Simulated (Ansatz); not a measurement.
Ansatz (an electronic-structure program) input (r2SCANh/def2-TZVPD):

Ansatz 0.2 input:
```yaml
crystal:
  periodic: [false, false, false]
  atoms:
    - {symbol: O, position_ang: [-0.00000000, -0.00000000, -2.01585676]}
    - {symbol: B, position_ang: [-0.00000000, -0.00000000, -0.81788386]}
    - {symbol: B, position_ang: [0.00000000, 0.00000000, 0.81788386]}
    - {symbol: O, position_ang: [0.00000000, 0.00000000, 2.01585676]}
basis:
  gaussian:
    orbitals: def2-TZVPD
hamiltonian:
  xc: {name: r2SCANh}
output: {forces: true}
```

Output:

```
Functional definition: r2SCANh
integrals: 0.05 GiB planned
698 factors; their error is unknown
mean field: 0.52 GiB planned
mean field evaluation 1: about -5437.6533 eV, gradient 7.7e1 eV
mean field evaluation 2: about -5371.8335 eV, gradient 1.9e2 eV
mean field evaluation 4: about -5447.5006 eV, gradient 5.3e0 eV
mean field evaluation 8: about -5447.5628 eV, gradient 1.5e-1 eV
mean field evaluation 16: about -5447.5628 eV, gradient 1.1e-5 eV
mean field -5447.56281695 eV, -200.1942410321 hartree, gradient 1.1e-5 eV, S^2 0.000000; 0 other end points of the search recorded, 0 dependent functions left out
the calculation of the forces begins
reference -5447.56283585 eV, -200.1942417268 hartree; 13, 13 occupied and 141, 141 virtual orbitals, 698 factors
Total energy: -5447.56283585 eV, -200.1942417268 hartree
Atom 0 at    -0.000000    -0.000000    -2.015857 Å, force    -0.000000     0.000000     0.006195 eV/Å
Atom 1 at    -0.000000    -0.000000    -0.817884 Å, force     0.000000    -0.000000    -0.017007 eV/Å
Atom 2 at     0.000000     0.000000     0.817884 Å, force     0.000000    -0.000000     0.017007 eV/Å
Atom 3 at     0.000000     0.000000     2.015857 Å, force     0.000000     0.000000    -0.006195 eV/Å
Dipole moment:    -0.000000     0.000000     0.000000 e Å
```
